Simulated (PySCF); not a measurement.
# One molecule, several mistakes: BCH4Si

All numbers below are calculated, not measured. They come from PySCF 2.14.0, an open-source quantum chemistry program, on an isolated molecule that a program drew, which may never have been made. The molecule is BCH4Si (charge 0, doublet), drawn as the SMILES string `[BH]C=[SiH2]`.

Each row is a Hartree-Fock (HF) and frozen-core CCSD(T) single point in the cc-pV(D+d)Z basis, meant for a local HF minimum. Run 1 is clean. Each other run has one planted mistake out of seven kinds, and not every kind appears here: one electron removed, one electron added, multiplicity raised by two, geometry at a saddle point, minimal basis STO-3G, one bond length entered in bohr, all coordinates scaled. The reference is restricted for singlets and unrestricted otherwise, and also for a bond in bohr. Adding or removing an electron swaps singlet and doublet. Electrons count all cores. HOMO and LUMO are orbital energies over both spins, the gradient is its largest component, and the lowest frequency (negative if imaginary) is given only where the gradient is small. Bond lengths are over the 6 bonds as drawn. T1 is the CCSD diagnostic: over 0.02 (restricted) or 0.045 (unrestricted) a single reference is doubtful.

Geometry of the clean run:
```xyz
7
BCH4Si, angstrom
B     1.9177   -0.5287   -1.2974
C     0.5896   -0.2094   -1.5223
Si   -0.4871    0.1284   -0.0574
H     3.0346   -0.7927   -1.0418
H     0.1579   -0.1211   -2.5142
H    -1.7361   -0.6760   -0.0660
H     0.2639   -0.1261    1.2001
```

| run | electrons | basis functions | <S^2> | HOMO (eV) | LUMO (eV) | gradient (hartree/bohr) | lowest frequency (cm^-1) | mean bond (Å) | longest bond (Å) | T1 | HF (hartree) | CCSD(T) (hartree) | mistake |
|---|---|---|---|---|---|---|---|---|---|---|---|---|---|
| 1 | 29 | 71 | 0.788 | -7.86 | 1.63 | 2.6e-05 | 136 | 1.4111 | 1.849 | 0.0213 | -353.72591 | -354.07105 | no fault |
| 2 | 28 | 71 | 0.000 | -15.44 | -6.20 | 7.0e-02 | - | 1.4111 | 1.849 | 0.0206 | -353.46427 | -353.80160 | one electron removed |
| 3 | 29 | 71 | 0.776 | -7.77 | 1.78 | 3.1e-02 | - | 1.3589 | 1.781 | 0.0190 | -353.71649 | -354.05784 | all coordinates scaled |
| 4 | 29 | 71 | 1.577 | -8.10 | 0.68 | 1.9e-02 | - | 1.5721 | 2.051 | 0.0718 | -353.59705 | -353.93829 | one bond length entered in bohr |
| 5 | 30 | 71 | 0.000 | -0.06 | 7.23 | 6.0e-02 | - | 1.4111 | 1.849 | 0.0347 | -353.69287 | -354.07863 | ? |

**Which mistake was planted in run 5, and what did it cost?**

It counts 30 electrons, one more than the clean run, at the same geometry and basis. So the mistake is: one electron added. Subtracting run 1 and multiplying by 627.51 kcal/mol a hartree, the energy moved by 20.7 kcal/mol in HF and -4.8 kcal/mol in CCSD(T).

Cautions from the logs. Run 2: T1 is over the limit, so its CCSD(T) energy is less reliable; run 4: T1 is over the limit, so its CCSD(T) energy is less reliable; run 5: T1 is over the limit, so its CCSD(T) energy is less reliable.
